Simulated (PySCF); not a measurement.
# Electron correlation in P⁺ (phosphorus, charge +1)

[Ne] 3s2 3p2, high-spin 3P determinant. All numbers are calculated (PySCF 2.14, no relativity, point nucleus, in cc-pV(D+d)Z). Frozen: [Ne]; 4 electrons correlated.

MP2 pair energies summed by pair of shells (mhartree):

| pair | energy | share (%) |
| --- | --- | --- |
| 3s-3p | -30.28 | 60.2 |
| 3s-3s | -14.71 | 29.2 |
| 3p-3p | -5.32 | 10.6 |

Total MP2 correlation energy: -50.31 mhartree.

Same-spin part -8.30 and opposite-spin part -42.01 mhartree; SCS-MP2 scales them by 1/3 and 6/5 to -53.18 mhartree.

| level | correlation energy (mhartree) |
| --- | --- |
| CCSD | -71.86 |
| (T) | -1.00 |
| CCSD(T) | -72.86 |

Diagnostics: T1 = 0.0086, D1 = 0.0230, largest double amplitude 0.107.

Cost of the coupled-cluster step: 0.09 s of wall time on 1 thread of Neoverse-V2 (shared host), for 4 correlated electrons.

Iterations:

```
CC2 = 0
CCSD nocc = (np.int64(3), np.int64(1)), nmo = (18, 18)
frozen orbitals [[0, 1, 2, 3, 4], [0, 1, 2, 3, 4]]
max_cycle = 100
direct = 0
conv_tol = 1e-08
conv_tol_normt = 1e-06
diis_space = 8
diis_start_cycle = 0
Init t2, MP2 energy = -0.0503118328409806
Init E_corr(UCCSD) = -0.0503118328410787
cycle = 1  E_corr(UCCSD) = -0.0648716095620773  dE = -0.0145597767  norm(t1,t2) = 0.0531472
cycle = 2  E_corr(UCCSD) = -0.0692649228983071  dE = -0.00439331334  norm(t1,t2) = 0.0203625
cycle = 3  E_corr(UCCSD) = -0.0718499822414551  dE = -0.00258505934  norm(t1,t2) = 0.00922411
cycle = 4  E_corr(UCCSD) = -0.071840694784215  dE = 9.28745724e-06  norm(t1,t2) = 0.00168134
cycle = 5  E_corr(UCCSD) = -0.0718636444142425  dE = -2.294963e-05  norm(t1,t2) = 0.000262709
cycle = 6  E_corr(UCCSD) = -0.0718553313379942  dE = 8.31307625e-06  norm(t1,t2) = 3.94799e-05
cycle = 7  E_corr(UCCSD) = -0.0718586718458053  dE = -3.34050781e-06  norm(t1,t2) = 8.62294e-06
cycle = 8  E_corr(UCCSD) = -0.0718579510307988  dE = 7.20815007e-07  norm(t1,t2) = 2.21102e-06
cycle = 9  E_corr(UCCSD) = -0.071857973786078  dE = -2.27552792e-08  norm(t1,t2) = 2.19296e-07
cycle = 10  E_corr(UCCSD) = -0.0718579754920973  dE = -1.70601924e-09  norm(t1,t2) = 3.91117e-08
UCCSD converged
E(UCCSD) = -340.4160306870838  E_corr = -0.07185797549209727
UCCSD(T) correction = -0.00100360110235958
```
